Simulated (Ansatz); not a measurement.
`S/C=[N]/[GeH2][Cl]`. The species carries charge 0 and has multiplicity 1.

```
atom   x (Å)   y (Å)   z (Å)
  S1  -2.544  -0.125  -1.260
  C2  -0.984  -0.389  -0.514
  N3  -0.318   0.510   0.065
 Ge4   1.316   0.064   0.793
 Cl5   2.826   0.972  -0.439
  H6  -2.593   1.185  -0.959
  H7  -0.684  -1.442  -0.629
  H8   1.432   0.684   2.187
  H9   1.550  -1.459   0.755
```

(1) List the harmonic frequencies (cm⁻¹, unscaled) at PBE0-D4/def2-TZVP in Ansatz. (Best estimate.)

(2) Is this a minimum?

(3) Give the ideal-gas thermochemistry at 298.15 K and 1 bar (rigid rotor, harmonic oscillator; point group C1, symmetry number 1).

(4) And at 400, 500, 600, 800 and 1000 K?

Results:

(1) Ansatz gave: 51, 110, 163, 233, 299, 422, 429, 535, 641, 705, 771, 779, 854, 955, 971, 1365, 1685, 2128, 2198, 2700, 2997.

(2) Yes, all 21 modes are real.

(3) Zero-point energy 125.6 kJ/mol; H(298) − E = 147.2 kJ/mol; entropy 368.9 J/(mol·K), of which translation 172.9, rotation 121.8, vibration 74.2; G(298) − E = 37.2 kJ/mol. Modes under 100 cm⁻¹ are hindered rotations or soft bends, so the harmonic entropy is rough.

(4) 
| T (K) | H − E (kJ/mol) | S (J/mol/K) | G − E (kJ/mol) |
| --- | --- | --- | --- |
| 400 | 159.2 | 403.4 | -2.2 |
| 500 | 172.4 | 433.0 | -44.1 |
| 600 | 186.8 | 459.2 | -88.7 |
| 800 | 218.2 | 504.2 | -185.2 |
| 1000 | 252.1 | 542.0 | -289.9 |
